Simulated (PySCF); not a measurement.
A geometry optimisation on `[RhH2]` [radical].

Method: PBE0-D3(BJ)/def2-SVP geometry optimisation, gas phase, def2 core potentials past Kr (PySCF 2.14.0). Start geometry: GFN2-xTB. A driver script takes a list of jobs; this job's settings line and coordinates (Å) are shown.

Input:
```
{"job": {"xc": "PBE0", "basis": "def2-SVP", "d3": "d3bj", "grid": 1, "maxiter": 30, "shake": 0.01, "kind": "geom"}, "charge": 0, "multiplicity": 2}
Rh     0.005280     0.709630     0.002640
H     -0.987780    -0.399020    -0.012110
H      0.988510    -0.345560    -0.009710
```

Output:
```
step   0  E = -111.65928829  max force = 0.039739
step   1  E = -111.66240626  max force = 0.005697
step   2  E = -111.66250266  max force = 0.000519
step   3  E = -111.66250380  max force = 0.000041
optimisation converged
```

Energies in Eh; «max force» is the largest Cartesian gradient component in Eh/bohr.

Q: How much energy does the optimisation release, in kJ/mol?

A: E(step 0) − E(last step) = 0.003216 Eh, which is 8.4 kJ/mol.

In short: final energy -111.66250 Eh after 3 steps; dipole 2.43 D.

Time: 3.0 s wall; peak memory 0.25 GiB. Hardware: one thread of an Arm Neoverse V2, on a shared host.
Labels such as C1 count atoms from 1, the log's own numbers from 0.

For an open-shell metal species like this, the optimisation's SCF solution wasn't tested for stability and no frequencies at its level were run, so a lower state or another shape may exist.
